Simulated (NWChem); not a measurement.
# Excited singlets of H4N2Si by symmetry

```xyz
7

Si     0.0000     0.0000    -0.6665
N      1.3245     0.0000     0.4435
H      1.2910     0.0000     1.4591
H      2.2784     0.0000     0.1014
N     -1.3245     0.0000     0.4435
H     -2.2784     0.0000     0.1014
H     -1.2910     0.0000     1.4591
```
Charge 0, spin multiplicity 1.

Program: NWChem. Structure: optimised with PBE0/def2-SVP, a minimum by its harmonic frequencies. It is one conformer; others weren't searched.

Basis set: def2-SVPD. Symmetry labels belong to the abelian group C2v used in the runs, with the axes of the coordinates shown. Entries are the lowest vertical excitation energy of each symmetry in eV (for CIS and TDDFT among the lowest few roots); a state of one symmetry need not have the same character in every method. Symmetries that some method's roots don't reach, or where a double excitation leads the EOM-CCSD root, are left out.

The correlated methods keep 7 core orbitals frozen. B3LYP has NWChem's definition, with VWN1-RPA local correlation. The structure started from a generated list of species. No row is a measurement; the coupled-cluster row has its own basis-set and correlation limits.

| method | b2 | b1 | a1 |
|---|---|---|---|
| CIS | 5.63 | 6.93 | 7.27 |
| TD-PBE | 5.20 | 5.43 | 5.44 |
| TD-B3LYP | 5.28 | 5.80 | 5.89 |
| TDA-PBE0 | ___ | ___ | ___ |
| EOM-CCSD | 5.45 | 6.26 | 6.59 |

### Question
Some entries are withheld; supply them.

### Answer

- TDA-PBE0, b2: 5.49
- TDA-PBE0, b1: 6.03
- TDA-PBE0, a1: 6.14
